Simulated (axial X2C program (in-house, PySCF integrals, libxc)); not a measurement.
# Nuclear properties of GeF

Computed with an in-house all-electron X2C program for linear molecules (integrals from PySCF): two-component X2C with atomic mean-field Coulomb and Gaunt terms, Gaussian nuclei, basis Ge dyall-cv3z, F dyall-av3z with contracted cores.

R = 1.757 Å (near the PBE0 minimum at charge 0 of the determinant lowest at the starting distance; the state shown can have its own minimum elsewhere).

Input and command:
```json
{"zs": [32, 9], "q": 0, "bas": ["dyall-cv3z", "dyall-av3z"], "r0": 1.85, "levels": ["PBE0", "HF", "PBE50", "PBE", "BHandHLYP"], "nst": 3}
```
```bash
python soeom.py task.json out
```

Keys: zs atomic numbers; q charge; bas basis sets; r0 starting distance in Å; levels methods; nst determinants followed.

Determinant lowest in the PBE0 search, Ω = 1/2 (⟨Sz⟩ = -0.50, ⟨Lz⟩ = 1.00 at PBE0), spin on the atoms Ge -0.51, F 0.01:

| level | Eeff magnitude (GV/cm) | Ws magnitude Ge (kHz) | A∥/gI Ge (MHz) | qzz Ge (a.u.) | A∥/gI F (MHz) | qzz F (a.u.) | μ (D) |
| --- | --- | --- | --- | --- | --- | --- | --- |
| PBE0 | 0.109 | 0.108 | 1550 | -0.75 | 129 | 1.00 | -1.92 |
| HF | 0.365 | 0.324 | 1370 | -0.88 | 75.6 | 1.05 | -2.14 |
| PBE50 | 0.166 | 0.156 | 1510 | -0.78 | 109 | 1.05 | -2.04 |
| PBE | 0.0559 | 0.0625 | 1570 | -0.70 | 149 | 0.94 | -1.76 |
| BHandHLYP | 0.0682 | 0.0742 | 1440 | -0.72 | 107 | 1.01 | -2.13 |

Determinant 0.12 eV from it at PBE0 and this distance, Ω = 3/2 (⟨Sz⟩ = 0.50, ⟨Lz⟩ = 1.00 at PBE0), spin on the atoms Ge 0.51, F -0.01:

| level | Eeff magnitude (GV/cm) | Ws magnitude Ge (kHz) | A∥/gI Ge (MHz) | qzz Ge (a.u.) | A∥/gI F (MHz) | qzz F (a.u.) | μ (D) |
| --- | --- | --- | --- | --- | --- | --- | --- |
| PBE0 | 0.251 | 0.0751 | 215 | -0.88 | 35.7 | 1.00 | -1.89 |
| HF | 0.653 | 0.189 | 238 | -1.01 | 36.3 | 1.05 | -2.11 |
| PBE50 | 0.336 | 0.0993 | 231 | -0.91 | 34.6 | 1.05 | -2.01 |
| PBE | 0.176 | 0.0538 | 202 | -0.83 | 37.7 | 0.94 | -1.73 |
| BHandHLYP | 0.236 | 0.0713 | 268 | -0.86 | 34.4 | 1.01 | -2.10 |

Eeff is the effective electric field on the electron electric dipole moment in this Ω state and Ws the scalar–pseudoscalar constant of the nucleus named (defined with the proton number Z and per Ω); A∥ (defined per Ω) follows by multiplying with gI = μI/(I μN); qzz is the electric field gradient, eQq0 = 234.96 MHz × Q/barn × qzz; μ is positive if the F end (last atom) is positive. The operators were transformed with the bare-nucleus X2C matrices; with these basis sets, hyperfine constants and field gradients can be off by tens of per cent, and where levels differ in sign neither size nor sign is settled.

(1) With gI(73Ge) = -0.1954, Q(73Ge) = -0.196 barn, gI(19F) = 5.2577 (g factors from the IAEA table of nuclear moments by Stone; Q from Pyykkö, Mol. Phys. 2018), turn the PBE0 values of the first state into constants in MHz.

Each state is one determinant with collinear spin. Unrestricted Hartree–Fock can overshoot spin polarisation at the nuclei. Where Eeff spreads by more than a factor of two the levels disagree and none is to be relied on. The search compared states at one distance, so a state with another bond length can lie lower. PBE0 term energies can be off by some tenths of an eV.

Answers

(1) A∥(73Ge) = 1550 × -0.1954 = -303 MHz; eQq0(73Ge) = 234.96 × (-0.196) × (-0.75) = 34.5 MHz; A∥(19F) = 129 × 5.2577 = 678 MHz.
